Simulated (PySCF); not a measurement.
PySCF 2.14 output of a UHF calculation on a single atom or ion in aug-cc-pwCVDZ-PP with ECP28MDF (6s5p4d1f, 48 functions), with scalar relativity through the core potential:

```
SCF conv_tol = 1e-09
number electrons alpha = 13  beta = 11
cycle= 1 E= -326.612607387086  delta_E= -0.00146  |g|= 0.00985  |ddm|= 0.0842
cycle= 2 E= -326.612670147761  delta_E= -6.28e-05  |g|= 0.00257  |ddm|= 0.0132
cycle= 3 E= -326.61267470463  delta_E= -4.56e-06  |g|= 0.000229  |ddm|= 0.00568
cycle= 4 E= -326.612674735124  delta_E= -3.05e-08  |g|= 5.43e-05  |ddm|= 0.000983
cycle= 5 E= -326.612674736608  delta_E= -1.48e-09  |g|= 1.5e-05  |ddm|= 0.000202
cycle= 6 E= -326.612674736774  delta_E= -1.66e-10  |g|= 1.88e-06  |ddm|= 8.32e-05
converged SCF energy = -326.612674736774  <S^2> = 2.0079714  2S+1 = 3.0053096
```

The run itself started from symmetry-adapted Hartree-Fock orbitals and held the occupation by maximum overlap, so the iterations belong to that start.

Problem. Which element, charge and spin multiplicity is this?

Solution. Xe²⁺ (xenon, charge +2), multiplicity 3; the state was [Kr] 4d10 5s1 5p5, high-spin 3P determinant (an excited configuration).

Energies and moments cover only the electrons outside the core potential.
